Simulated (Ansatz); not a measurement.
Basis sets compared for (HAlTe)4 cubane (Al₄Te₄H₄). The state is a singlet with charge 0. Geometry PBE-D4/def2-SVP. Ansatz on 4 threads of Arm Neoverse V2 on a shared host; times are rough, and most runs start from earlier orbitals.

```xyz
12

Al    0.2360    2.0136   -0.3218
H     0.4188    3.5756   -0.5719
Te    0.1044    1.2171    2.2493
Al    1.5885   -0.7101    1.0892
H     2.8204   -1.2613    1.9343
Te    2.1714    0.4088   -1.2921
Al   -0.0834   -0.9758   -1.8042
H    -0.1477   -1.7323   -3.2038
Te   -1.9811    0.8849   -1.3579
Al   -1.7412   -0.3278    1.0367
H    -3.0915   -0.5820    1.8414
Te   -0.2946   -2.5108    0.4007
```

In the def2 sets Te takes a core potential; there is no spin–orbit coupling.

Binding counts from free atoms (Al doublet, H doublet, Te triplet) in the same basis, without a counterpoise term.

```tsv
level	functions	energy (Eh)	HOMO (eV)	LUMO (eV)	binding per atom (eV)	wall time
PBE-D4/def2-SVP	196	-2043.7376	-6.33	-2.30	3.00	5.5 s
PBE0-D4/def2-SVP	196	-2043.9181	-7.33	-1.65	2.98	7.5 s
```

Task: Estimate the rows for PBE-D4/def2-TZVP, PBE0-D4/def2-TZVP (with forces).

Result: 
| level | functions | energy (Eh) | HOMO (eV) | LUMO (eV) | binding per atom (eV) | wall time |
| --- | --- | --- | --- | --- | --- | --- |
| PBE-D4/def2-TZVP | 372 | -2044.1174 | -6.27 | -2.37 | 2.98 | 12 s |
| PBE0-D4/def2-TZVP (with forces) | 372 | -2044.2909 | -7.22 | -1.70 | 2.98 | 41 s |
